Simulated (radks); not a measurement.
Task: Radial electron density D(r) = 4 pi r^2 rho(r) of an atom or ion with 7 electrons. Calculated with a radial shooting solver on a logarithmic mesh with Libxc functionals: scalar-relativistic Kohn-Sham, PBE, spin-unpolarised, spherical densities, point nucleus.

r (bohr),D(r) (e/bohr)
0.001676,2.440
0.002031,3.402
0.002461,4.712
0.002982,6.473
0.003585,8.696
0.004343,11.70
0.005263,15.51
0.006377,20.22
0.007726,25.82
0.009362,32.15
0.01134,38.82
0.01374,45.19
0.01665,50.34
0.02018,53.23
0.02426,53.07
0.02939,49.61
0.03561,43.56
0.04315,36.91
0.05228,32.28
0.06335,31.61
0.07676,34.68
0.093,38.53
0.1127,38.93
0.1365,33.33
0.1654,23.04
0.1989,12.70
0.241,5.059
0.292,1.400
0.3538,0.2501
0.4286,0.02635

What is the nuclear charge?

Result: Z = 44. The innermost maximum, from 1s, lies near gamma/Z bohr with gamma = sqrt(1 - (Z/c)^2) = 0.947, here 0.0215 bohr (found: 0.0219), and its height grows with Z. The density is that of the ruthenium ion Ru37+ in [He] 2s2 2p3; the configuration itself is not fixed sharply by these data, and Z only to a few units. D(r) has 2 maxima, at r = 0.0219, 0.104 bohr, and minima at 0.0594 bohr, inside which lie 2.24 electrons.
